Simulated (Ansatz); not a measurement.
`[O]=[Mo](=[O])([OH])[F]` + HCl → `[O]=[Mo](=[O])([F])[Cl]` + H₂O at 600 K and 1 bar (ligand exchange at a Mo–O bond).

Gas-phase electronic energies from Ansatz, PBE0-D4/def2-TZVP geometries. CCSD(T)/CBS adds triple-zeta CCSD(T) − MP2 to the extrapolated MP2 energy (def2 sets, frozen cores). This one scheme is used for every species. def2 core potentials past Kr. For Mo outer-core shells are correlated without core-valence functions, which leaves a few kJ/mol of doubt a bond. Each species was taken in one conformer, which may not be the lowest.

```
                  species  CCSD(T)/CBS energy (Eh)  H − E (kJ/mol)  S (J/(mol·K))
`[O]=[Mo](=[O])([OH])[F]`               -394.21125           107.5          398.5
                      HCl               -460.38127            35.4          207.2
`[O]=[Mo](=[O])([F])[Cl]`               -778.22574            72.3          395.2
                      H₂O                -76.37941            76.8          212.8
```

H − E and S are ideal-gas, rigid-rotor, harmonic terms from PBE0-D4/def2-TZVP, for one conformer and one mirror image of each species. 1 Eh = 2625.50 kJ/mol, R = 8.31446 J/(mol·K).

Q: By hand: ΔE, ΔH, ΔS and ΔG.

A: ΔE = (-778.22574) + (-76.37941) − (-394.21125) − (-460.38127) = -0.01263 Eh = -33.2 kJ/mol. Δ(H − E) = 72.3 + 76.8 − 107.5 − 35.4 = 6.2, so ΔH = -27.0 kJ/mol. ΔS = 395.2 + 212.8 − 398.5 − 207.2 = 2.3 J/(mol·K). ΔG = -27.0 − 600 × (2.3)/1000 = -28.4 kJ/mol.

Q: By hand: the equilibrium constant, and the temperature at which ΔG would vanish if ΔH and ΔS stayed fixed.

A: log₁₀ K = −ΔG/(RT ln 10) = 2.5. ΔH and −TΔS have one sign here, so there is no such temperature.

The number of gas molecules stays the same, so ΔS is small and ΔH decides. A doubt of 5 kJ/mol in ΔE shifts log₁₀ K by 0.4 here. Other conformers and mirror images would add mixing entropy, several J/(mol·K) or more a flexible species. These are equilibria of isolated gas molecules and say nothing of rates. Largest T1 diagnostic: 0.025 (customary marks: 0.02 for closed shells, 0.045 for open ones).

ΔS is within the doubt of such terms, so its sign, and with it that verdict, could turn.
